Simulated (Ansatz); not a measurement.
Born–Oppenheimer molecular dynamics of BFH4N2 (8 atoms, charge 0, multiplicity 1). It starts from a relaxed structure.

These are results of Ansatz, RKS CAM-B3LYP-D4/def2-SVP, not measurements.

| Item | Value |
| --- | --- |
| ensemble | NVE (Milne-controlled integrator) |
| time step | 1 fs |
| steps asked | 100 |
| starting velocities drawn for | 500 K |
| seed | 351837 |

First frame:

```xyz
8
Properties=species:S:1:pos:R:3
B 0.102 0.112 0.068
N 0.031 -0.144 1.453
H -0.844 -0.075 1.953
H 0.819 -0.406 2.027
N 1.279 0.037 -0.705
H 2.188 -0.210 -0.340
H 1.266 0.233 -1.696
F -1.040 0.454 -0.564
```

(1) What does the run give?

(2) What happens to the structure?

(3) How do temperature and energy run in time?

Results:

(1) The run went to its last step.

- steps done: 100
- time covered: 100 fs
- mean temperature over the second half: 258 K
- spread of the potential energy over the second half: 6.2 meV per atom
- mean potential energy of the second half above the start: 23.5 meV per atom

The conserved energy stayed within 2.1 meV per atom of its start (net change 0.36 meV per atom), so there is no drift, though single steps change it by up to 25 meV in the whole system, a sign of fast motions only just resolved. Over the second half the temperature averaged 0.52 of the 500 K drawn at the start: a run that starts near a minimum puts about half its kinetic energy into the potential. A run of 0.1 ps of so small a system gives no equilibrium averages.

(2) The same pairs are bonded in the first frame and the last. Pairs count as bonded within 1.25 times the sum of covalent radii (0.12 Å more for H–H). Another seed would give other details.

(3) 
```tsv
time (fs)	T (K)	potential energy less start (eV)	conserved less start (meV/atom)
0	500	0.000	0.00
8	279	0.169	-0.24
16	90	0.318	-0.01
24	147	0.274	-0.02
32	392	0.099	1.84
40	342	0.124	0.15
48	227	0.216	0.43
56	277	0.180	0.82
64	209	0.226	0.05
72	232	0.206	-0.32
80	223	0.213	-0.17
88	297	0.156	-0.18
96	301	0.148	-0.83
```

The run took 2.1 min on 1 thread of Intel(R) Xeon(R) 6975P-C (Granite Rapids), on a shared host, peak memory 0.16 GiB.
